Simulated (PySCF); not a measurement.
F3Si (SMILES F[Si](F)F), doublet, at a GFN2-xTB geometry. Base run: B3LYP/def2-SVP (PySCF).

Here is a job for PySCF.
```python
from pyscf import gto, scf, dft

mol = gto.Mole()
mol.atom = '''
    Si    0.255254    0.243316    0.243156
    F    -0.690741   -0.733729    1.068053
    F    -0.739276    1.068379   -0.684292
    F     1.032956   -0.713142   -0.762003
'''
mol.basis = 'def2-svp'
mol.charge = 0
mol.spin = 1
mol.verbose = 4
mol.build()

mf = dft.UKS(mol)
mf.xc = 'b3lyp'
mf.kernel()
```

Each row names what was changed in the base input (with any setting that the change needs).

| change | E (Eh) | HOMO (eV) | dipole (D) | <S^2> | core-seconds (rough) |
|---|---|---|---|---|---|
| base | -588.82327 | -7.81 | 1.82 | 0.751 | 5 |
| functional = pw6b95 | -589.37457 | -8.18 | 1.87 | 0.751 | 7 |
| functional = camb3lyp | -588.74908 | -9.45 | 1.88 | 0.751 | 6 |
| functional = wb97x_v | -588.65480 | -10.38 | 1.85 | 0.751 | 90 |
| functional = mn12l | -588.58181 | -6.76 | 1.98 | 0.753 | 8 |
| functional = hf | -587.04756 | -12.10 | 2.51 | 0.752 | 0.5 |
| functional = revpbe | -588.63976 | -6.60 | 1.57 | 0.751 | 5 |
| functional = wb97x | -588.73325 | -10.43 | 1.87 | 0.751 | 6 |
| functional = mn15 | -588.42844 | -8.28 | 1.93 | 0.751 | 7 |
| functional = o3lyp | -588.69728 | -7.29 | 1.78 | 0.751 | 4 |
| functional = r2scan | -588.66305 | -7.17 | 1.79 | 0.752 | 9 |
| functional = bp86 | -588.82564 | -6.71 | 1.58 | 0.751 | 3 |
| functional = b97-1 | -588.69439 | -7.71 | 1.78 | 0.751 | 5 |

Totals shift with the method and basis; they matter in differences.

Open shells are given as the SCF converged; they aren't shown to be the lowest states, and a large step between rows can be another state.
